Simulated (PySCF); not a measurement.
Choosing a molecule for a target property.

Species are written as SMILES; each is one conformer at its optimised geometry, gas phase (atoms past krypton carry core potentials, spin–orbit coupling is left out); the electronic structure was computed with PySCF and density fitting.

The conformers computed, where there is a choice (atom-mapped SMILES and torsion angles):
- `[SH:1][CH:2]1[CH2:3][CH2:4]1`: H–S1–C2–C3 -36°
- `[O:1]=[CH:2][c:3]1[cH:4][cH:5][cH:6][cH:7][c:8]1[F:9]`: O1–C2–C3–C4 0°
- `[CH3:1][C:2]#[C:3][GeH2:4][SiH2:5][SiH3:6]`: C3–Ge4–Si5–Si6 -48°

The conformers of `O=CO[SiH]1SCCS1` and `CC(C)CP(CC(C)C)CC(C)C` aren't listed.

(1) Wanted: lowest triplet excitation (Tamm–Dancoff) between 4 eV and 5 eV (TDA CAM-B3LYP/def2-SVPD) and static isotropic polarisability above 70 au (CAM-B3LYP/def2-SVPD), at PBE0-D3(BJ)/def2-SVP geometries. Which candidate meets both?
A. `C(C)(CP(CC(C)C)CC(C)C)C`
B. `O=CO[SiH]1SCCS1`
C. `O=Cc1ccccc1F`
D. `CC#[C][GeH2][SiH2][SiH3]`
E. `SC1CC1`
F. `I(F)(F)(F)(F)F`

Answers

(1) D. Computed values:
```csv
species,lowest triplet excitation (Tamm–Dancoff),static isotropic polarisability
O=Cc1ccccc1F,3.29 eV,83.9 au
SC1CC1,4.79 eV,56.0 au
CC#[C][GeH2][SiH2][SiH3],4.96 eV,129.2 au
O=CO[SiH]1SCCS1,5.06 eV,102.6 au
I(F)(F)(F)(F)F,5.18 eV,44.4 au
C(C)(CP(CC(C)C)CC(C)C)C,5.37 eV,174.9 au
```
